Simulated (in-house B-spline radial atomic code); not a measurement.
Ionising the caesium ion Cs⁴⁺ with different functionals

Computed with a B-spline radial code for spherical atoms: four-component Dirac-Coulomb Hamiltonian, Fermi nucleus of rms radius 4.8041 fm, spin-restricted, spherical fractional occupations for the functionals. The ionisation energy is the difference of two self-consistent energies, [Kr] 4d10 5s2 5p3 → [Kr] 4d10 5s2 5p2, without Breit or QED terms; ε is the level of the shell that loses the electron (mean over j). The electron is taken from both j subshells in proportion to 2j + 1, so the result is a j average, not the step between ground levels.

Hybrids are left out here: with spherical fractional occupations of an open shell their exact exchange keeps a self-interaction that integer-occupation calculations don't have.

```
           method  rung  ΔSCF (eV)  -ε(5p) (eV)
         LDA VWN5   LDA      57.18        51.25
 relativistic LDA   LDA      57.15        51.22
         LDA PW92   LDA      57.18        51.25
LDA exchange-only   LDA      55.67        49.75
              PBE   GGA          ?            ?
           PBEsol   GGA      56.91        51.01
             BLYP   GGA      56.74        50.82
             RPBE   GGA      56.74        50.87
             PW91   GGA      56.94        51.04
             BP86   GGA          ?            ?
             AM05   GGA      56.89        50.99
             OLYP   GGA      56.76        50.91
```

Problem. What does BP86 give?

Solution. ΔSCF 57.01 eV, and -ε(5p) = 51.11 eV.

Problem. What does PBE give?

Solution. ΔSCF 56.83 eV, and -ε(5p) = 50.94 eV.

Problem. How do they compare with the NIST value?

Solution. NIST lists 56 eV ± 1.9 (tabulated theory, ground level to ground level). Errors run from -0.33 to +1.18 eV; all lie within about twice that uncertainty, so the table can't rank the methods.
